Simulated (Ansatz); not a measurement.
Sb2H6, closed shell: a pair in one relaxed arrangement.

The input file, in.yaml:

```yaml
crystal:
  periodic: [false, false, false]
  atoms:
    - {symbol: Sb, position_ang: [-0.174497, -0.122263, -2.661774]}
    - {symbol: H, position_ang: [0.660645, 0.867510, -1.548256]}
    - {symbol: H, position_ang: [0.236390, -1.526016, -1.780176]}
    - {symbol: H, position_ang: [-1.628235, 0.049452, -1.782485]}
    - {symbol: Sb, position_ang: [-0.237789, -0.325527, 1.728657]}
    - {symbol: H, position_ang: [0.134481, 0.015178, 3.363117]}
    - {symbol: H, position_ang: [-0.405960, 1.336476, 1.377831]}
    - {symbol: H, position_ang: [1.414866, -0.294607, 1.302986]}
basis:
  gaussian: {orbitals: "def2-TZVPPD.json"}
correlation: {method: ccsd_t}
```

The basis file named in the input lies beside it (Basis Set Exchange, JSON).

Run by:

```bash
ansatz run in.yaml --threads 4 --pin off --events-out ev --progress --plain --max-ram 9574MiB
```

What Ansatz 0.2.0 printed:

```
Functional definition: HF
  name "HF"
  cite "Fock, Z. Phys. 61, 126 (1930) doi:10.1007/BF01340294"
  parent pbe
  exchange = exact_x
  correlation = 0
1528 factors; integrals over basis functions are off by at most 8.7e-4 eV
mean field evaluation 1: about -13113.7768 eV, gradient 1.2e1 eV
mean field evaluation 2: about -13113.8104 eV, gradient 1.2e1 eV
mean field evaluation 4: about -13114.7775 eV, gradient 1.2e0 eV
mean field evaluation 8: about -13114.7831 eV, gradient 7.3e-4 eV
mean field evaluation 16: about -13114.7830 eV, gradient 5.8e-2 eV
mean field -13114.78306122 eV, -481.9593879807 hartree, gradient 2.0e-6 eV, S^2 0.000000; 0 other end points of the search recorded, 0 dependent functions left out
8 core orbitals not correlated: weight in the atoms' cores, before any rotation towards them, 1.000 or more for the frozen orbitals, at most 0.000 for the correlated occupied ones
reference -13114.78306122 eV, -481.9593879807 hartree; 18, 18 occupied and 188, 188 virtual orbitals, 1528 factors
second order -20.28222788 eV of doubles, -0.00000000 eV of singles
cycle   1  -20.15067888 eV  change    1.3e-1 eV  update   1.1e-1
cycle   2  -20.77317861 eV  change   -6.2e-1 eV  update   3.3e-2
cycle   3  -20.83119483 eV  change   -5.8e-2 eV  update   1.6e-2
cycle   4  -20.81576259 eV  change    1.5e-2 eV  update   4.6e-3
cycle   5  -20.81723062 eV  change   -1.5e-3 eV  update   1.5e-3
cycle   6  -20.81710953 eV  change    1.2e-4 eV  update   4.4e-4
cycle   7  -20.81692212 eV  change    1.9e-4 eV  update   1.4e-4
cycle   8  -20.81696277 eV  change   -4.1e-5 eV  update   5.5e-5
cycle   9  -20.81698921 eV  change   -2.6e-5 eV  update   1.8e-5
perturbative correction -0.55359523 eV, -0.0203442496 hartree
Total energy: -13136.15364566 eV, -482.7447424734 hartree
```

The lines “mean field evaluation” count trial sets of orbitals through the whole run, from several starts and some on an approximate energy, so they need not fall steadily or lie above the final value.

Hardware: 4 CPU threads of an Arm Neoverse V2, shared host. Wall time 110 s; peak host memory 3.7 GiB.
